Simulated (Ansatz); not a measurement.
`[AlH2][B]1[SiH2][Se]1` + H–F → `FB1[SiH2][Se]1` + `[AlH3]`  (cleavage of the B–Al bond)

Computed with Ansatz on PBE0-D4/def2-TZVP structures; ΔE is electronic, products minus reactants. CCSD(T)/CBS is the MP2 limit (def2-TZVPP, def2-QZVPP) plus CCSD(T) − MP2 in def2-TZVPP, frozen cores. This one scheme is used for every species. Functionals use def2-TZVPP. For Se outer-core shells are correlated without core-valence functions, which leaves a few kJ/mol of doubt a bond. Scalar relativity is left out up to krypton.

```json
{"level": "PBE0-D4", "ΔE (kJ/mol)": "-98.4"}
{"level": "PBE", "ΔE (kJ/mol)": "-102.9"}
{"level": "r2SCAN0", "ΔE (kJ/mol)": "-108.0"}
{"level": "HF/def2-QZVPP", "ΔE (kJ/mol)": "-128.5"}
```

Task: What does CCSD(T)/CBS give? (Best estimate.)

Result: Computed: -94.1 kJ/mol. The listed levels differ from it by -4.3, -8.8, -13.9, -34.4 kJ/mol.

Task: What do rigid-rotor, harmonic-oscillator terms from PBE0-D4/def2-TZVP frequencies (298.15 K, 1 bar) make of the CCSD(T)/CBS value? (An estimate is asked.)

Result: Computed: ΔZPE = -4.3 kJ/mol, ΔH = -101.6 kJ/mol, ΔS = -9 J/(mol·K), ΔG = -98.9 kJ/mol.

Largest T1 diagnostic among the species: 0.016.

At CCSD(T), def2-SVP lies −25.4 kJ/mol from the extrapolated value and def2-TZVPP −4.2 kJ/mol. The D4 term adds +6.1 kJ/mol with B3LYP and +3.4 kJ/mol with PBE0; it sums over pairs of atoms, weighted by their polarisabilities, and B3LYP, whose exchange is more repulsive, gets the larger term.

B3LYP here is the variant with VWN-RPA as its local correlation; programs differ in this.
